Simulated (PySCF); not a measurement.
C7H4FN.
Numbering: `[N:1]#[C:2][C:3]1=[CH:4][C@@H:5]2[CH:6]=[C:7]([F:8])[C@H:9]12` (hydrogens: H10 on C4; H11 on C5; H12 on C6; H13 on C9)

The closed-shell ground state was solved at several levels (PySCF, density fitting, gas phase, non-relativistic). Geometry: GFN2-xTB; no solvent, vibrations or thermal averaging.

| level | basis functions | HOMO (eV) | LUMO (eV) | gap (eV) | dipole (D) |
| --- | --- | --- | --- | --- | --- |
| CAM-B3LYP/def2-SVPD | 215 | -8.95 | -0.80 | 8.15 | 4.97 |
| PBE0/pcSseg-1 | 173 | -7.63 | -1.88 | 5.75 | 4.74 |

**Question.** Estimate the row for PBE0/def2-SVPD, a basis of 215 functions; the other rows only guide the guess.

**Answer.** HOMO -7.65 eV, LUMO -1.91 eV, gap 5.74 eV, dipole 4.89 D.

**Question.** How far do the dipole and the HOMO energy spread over the levels?

**Answer.** The dipole runs from 4.74 to 4.97 D (mean 4.87 D) and the HOMO from -8.95 to -7.63 eV.
